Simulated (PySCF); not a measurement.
C₅H₉NSi.
Cartesian coordinates in Å at the PBE0-D3(BJ)/def2-SVP level; atoms count from 1:
```
atom  x, y, z in Å
C1     2.9731   -0.5783   -0.3108
N2     1.7411   -0.4507   -0.5498
Si3    0.5209    0.0067    0.6335
C4    -0.9147   -1.2263    0.6270
C5    -2.0853   -0.3556    0.2482
C6    -1.8781    0.9387   -0.0364
C7    -0.4788    1.4949    0.0267
H8     3.4406   -0.4204    0.6867
H9     3.6770   -0.8675   -1.1147
H10    1.1479    0.2058    1.9857
H11   -0.7470   -2.0255   -0.1164
H12   -1.0699   -1.7303    1.5960
H13   -3.0918   -0.7864    0.2005
H14   -2.7111    1.5910   -0.3221
H15   -0.1308    1.8278   -0.9672
H16   -0.4110    2.3739    0.6899
```

Level: B3LYP/def2-SVPD in PySCF, non-relativistic, on one gas-phase PBE0-D3(BJ)/def2-SVP geometry that isn't relaxed in the solvent. The solvent is an IEF-PCM continuum (cavity from Bondi-type radii × 1.2), and excitations are vertical TDDFT with non-equilibrium linear response and a frozen core. The model holds no explicit solvent molecules, cavitation or dispersion.

Gas-phase singlets (H = HOMO, L = LUMO):

```
state  E (eV)  λ (nm)      f  leading configurations
   S1   4.055     306  0.000      H-1→L 52%, H→L 47%
   S2   5.014     247  0.000      H→L 53%, H-1→L 47%
   S3   6.155     201  0.140               H-2→L 95%
   S4   6.326     196  0.000  H→L+1 52%, H-1→L+1 47%
   S5   6.421     193  0.005  H→L+2 53%, H-1→L+2 37%
```

Q: How does the list change in benzene (ε = 2.271)?

A: 
```csv
state,E (eV),λ (nm),f,leading configurations,change by rank (eV)
S1,4.097,303,0.001,"H-1→L 82%, H→L 17%",+0.042
S2,5.039,246,0.000,"H→L 83%, H-1→L 17%",+0.025
S3,6.109,203,0.213,H-2→L 97%,-0.046
S4,6.362,195,0.000,"H-1→L+1 76%, H→L+1 23%",+0.036
S5,6.410,193,0.007,"H→L+2 84%, H-1→L+2 13%",-0.011
```

Q: Give the list for dichloromethane (ε = 8.93), n² = 2.03.

A: 
```
state  E (eV)  λ (nm)      f  leading configurations  change by rank (eV)
   S1   4.155     298  0.001       H-1→L 91%, H→L 9%               +0.100
   S2   5.071     244  0.000       H→L 91%, H-1→L 9%               +0.057
   S3   6.118     203  0.203               H-2→L 97%               -0.037
   S4   6.398     194  0.001  H-1→L+1 85%, H→L+1 14%               +0.072
   S5   6.429     193  0.008               H→L+2 93%               +0.008
```

Q: The ground-state energy changes by -0.124 eV from gas to dichloromethane. By how much does the total energy of gas-phase S3 change?

A: E(S3) = E(S0) + excitation energy, so it changes by -0.124 − 0.037 = -0.161 eV: it is lowered more than the ground state, which is what a red shift means. This is the vertical state, with the slow part of the continuum still set for S0.

Q: How do the frontier levels move from gas to dichloromethane?

A: 
```
orbital  gas (eV)  solvent (eV)  change (eV)                    Löwdin shares, gas                Löwdin shares, solvent
 LUMO+2      0.58          0.64        +0.06    Si3 14 %, C6 12 %, C5 12 %, C4 8 %    C6 15 %, C5 15 %, Si3 14 %, C4 8 %
 LUMO+1      0.21          0.25        +0.04      C5 32 %, C6 32 %, C7 7 %, C4 7 %      C5 32 %, C6 32 %, C7 7 %, C4 7 %
   LUMO     -1.13         -1.06        +0.07      C1 42 %, N2 35 %, H9 7 %, H8 6 %      C1 43 %, N2 34 %, H9 6 %, H8 6 %
   HOMO     -6.81         -6.81         0.00     N2 26 %, C5 18 %, C6 18 %, C1 7 %      C5 30 %, C6 30 %, C7 8 %, C4 8 %
 HOMO-1     -6.85         -6.87        -0.02     N2 32 %, C6 16 %, C5 16 %, C1 9 %     N2 53 %, C1 15 %, Si3 8 %, H8 6 %
 HOMO-2     -7.91         -7.84        +0.07    C7 22 %, C4 22 %, Si3 18 %, N2 8 %    C7 22 %, C4 22 %, Si3 18 %, N2 8 %
 HOMO-3     -8.64         -8.58        +0.06  Si3 25 %, H10 17 %, C4 13 %, C7 13 %  Si3 25 %, H10 17 %, C4 13 %, C7 13 %
```

The HOMO–LUMO gap goes from 5.68 to 5.75 eV. Rows go by rank; for HOMO-1 and HOMO the atom shares or the degeneracy differ between the runs, so the row needn't follow one orbital.

Time: 35 s of wall time; peak memory 0.93 GiB. Hardware: Intel Xeon Platinum 8259CL at 2.50 GHz, one thread, on a shared host. This is the whole response run at B3LYP/def2-SVPD in dichloromethane, SCF included.
